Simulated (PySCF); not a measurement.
C2H9FSi3. Atoms are numbered in the order given.

```xyz
15

C      2.4041     1.0311     0.0000
Si     0.9013    -0.0758     0.0000
F      1.4067    -1.6425     0.0000
Si    -0.9228     0.2269     1.4448
C     -2.0674    -0.2591     0.0000
Si    -0.9228     0.2269    -1.4448
H      3.0243     0.8544     0.8929
H      3.0243     0.8544    -0.8929
H      2.0873     2.0866     0.0000
H     -1.1000    -0.5564     2.7030
H     -1.0785     1.6823     1.7569
H     -3.0797     0.1720     0.0000
H     -2.1593    -1.3603     0.0000
H     -1.0785     1.6823    -1.7569
H     -1.1000    -0.5564    -2.7030
```

Geometry: ωB97X-D3(BJ)/def2-SVP. The structure was generated by enumeration, and PubChem lists no compound with its InChIKey, so it may never have been made.

Method: ωB97X-D3(BJ)/def2-SVP run with PySCF.

Frequencies are harmonic and unscaled.

Computed vibrational spectrum:
| mode | ν (cm⁻¹) | IR (km/mol) | moving atoms (share of kinetic energy) |
|---|---|---|---|
| 1 | 76 | 1.8 | C 41 %, H 30 %, F 18 %, Si 10 % |
| 2 | 117 | 1.2 | H 32 %, F 25 %, C 25 %, Si 18 % |
| 3 | 153 | 2.6 | H 40 %, Si 36 %, F 13 %, C 11 % |
| 4 | 153 | 0.0 | H 95 % |
| 5 | 200 | 7.6 | Si 46 %, F 25 %, H 20 %, C 9 % |
| 6 | 201 | 4.6 | F 39 %, C 25 %, H 21 %, Si 15 % |
| 7 | 301 | 8.0 | Si 51 %, H 27 %, C 17 % |
| 8 | 355 | 0.9 | H 61 %, Si 37 % |
| 9 | 420 | 5.0 | Si 50 %, H 27 %, C 14 %, F 9 % |
| 10 | 465 | 9.1 | Si 69 %, H 29 % |
| 11 | 484 | 6.6 | H 55 %, Si 40 % |
| 12 | 561 | 13.6 | H 77 %, Si 11 %, C 9 % |
| 13 | 594 | 0.3 | H 93 % |
| 14 | 654 | 6.6 | H 48 %, C 43 %, Si 9 % |
| 15 | 673 | 4.4 | H 48 %, Si 30 %, C 21 % |
| 16 | 715 | 12.1 | H 74 %, C 20 % |
| 17 | 730 | 39.6 | H 36 %, C 32 %, Si 22 %, F 10 % |
| 18 | 789 | 141.8 | H 56 %, C 26 %, Si 16 % |
| 19 | 789 | 44.3 | H 73 %, C 19 %, Si 8 % |
| 20 | 796 | 21.9 | H 55 %, C 24 %, Si 16 % |
| 21 | 860 | 240.5 | H 56 %, Si 23 %, C 12 %, F 9 % |
| 22 | 892 | 67.0 | Si 41 %, F 34 %, H 20 % |
| 23 | 931 | 183.0 | H 95 % |
| 24 | 955 | 9.1 | H 93 % |
| 25 | 981 | 1.7 | H 94 % |
| 26 | 1028 | 51.3 | H 68 %, C 30 % |
| 27 | 1282 | 26.6 | H 77 %, C 23 % |
| 28 | 1385 | 11.0 | H 91 %, C 9 % |
| 29 | 1433 | 4.3 | H 96 % |
| 30 | 1439 | 7.9 | H 96 % |
| 31 | 2224 | 72.6 | H 97 % |
| 32 | 2231 | 157.5 | H 97 % |
| 33 | 2245 | 189.0 | H 96 % |
| 34 | 2249 | 60.3 | H 97 % |
| 35 | 3067 | 1.4 | H 97 % |
| 36 | 3086 | 0.9 | H 94 % |
| 37 | 3173 | 1.5 | H 91 %, C 9 % |
| 38 | 3173 | 0.5 | H 91 %, C 9 % |
| 39 | 3176 | 0.5 | H 91 %, C 9 % |
